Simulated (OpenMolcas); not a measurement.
## Pt2+: effect of the metal basis

Pt2+ with its 6 nearest oxide ions at 2.259 Å, on the Ca site of CaO (a = 4.8105 Å, distance in the model lattice 2.405 Å). The rest of the host is ab initio model potentials to 7.6 Å and point charges beyond; the distance is set by hand and nothing relaxes.

```
Program             : OpenMolcas
Method              : SS-CASPT2, IPEA 0.25 Eh, imaginary shift 0.1 Eh (closed shells correlated: 5s 5p and the ligand valence shells)
Spin-orbit coupling : RASSI with atomic mean-field integrals over the reference wave functions
```

Fixed: ligand basis ANO-RCC-VDZP, active space 8 electrons in 5 orbitals (5d), DKH2 Hamiltonian.

States (labels of O, the rotations of Oh). Energies in cm-1 above the lowest state or level, χT in cm3 K/mol; 10Dq and B are least-squares fits to the states below 45000 cm-1, weighted by degeneracy, with a free offset, and given where the rms deviation is under 5 % of |10Dq| (or 100 cm-1) and under 700 cm-1.

```csv
Run,Metal basis,Ground state,First state of that spin,10Dq,B (rms of fit),First gap with spin-orbit (degeneracies),χT at 300 K,First state of another spin,Cost
A,ANO-RCC-VDZP,3A2,3T2 21380,21518,598 (269),"6420 (3, 2)",1.504,1E 6940,roughly 90 core-seconds
B,ANO-RCC-VTZP,3A2,3T2 21720,21538,510 (300),"5610 (3, 2)",1.494,1E 6040,roughly 5 core-minutes
```

Against A, |10Dq| changes by +0.1 % in B.

Costs are those of the CASPT2 steps.

Roots that are degenerate in the reference are averaged as groups; the widest CASPT2 spread within a group is 100 cm-1 (the 3-fold group of multiplicity 1 near 31600 cm-1 above the lowest state of its run, A). Shifts and gaps below about the spread of the groups concerned are not significant. Over all roots computed the reference weight is 0.68 to 0.69 in A, 0.67 to 0.68 in B; a low but even weight reflects the number of correlated electrons. Real 4d8 and 5d8 ions are as a rule square planar and diamagnetic. Ligand-to-metal charge-transfer states are missing. With no ligand orbital active B as a rule stays too high, so bands that hang on it stand too high and its fall with covalency is understated. With one d shell and no ligand orbital active, 10Dq can be off by a tenth or more. The least metal-like active orbital is 80 % on the metal (Löwdin) and no ligand orbital is active, so the numbers are rough (holds for A). The least metal-like active orbital is 81 % on the metal (Löwdin) and no ligand orbital is active, so the numbers are rough (holds for B). No measured value stands beside these numbers; the geometry was set by hand and not optimised.
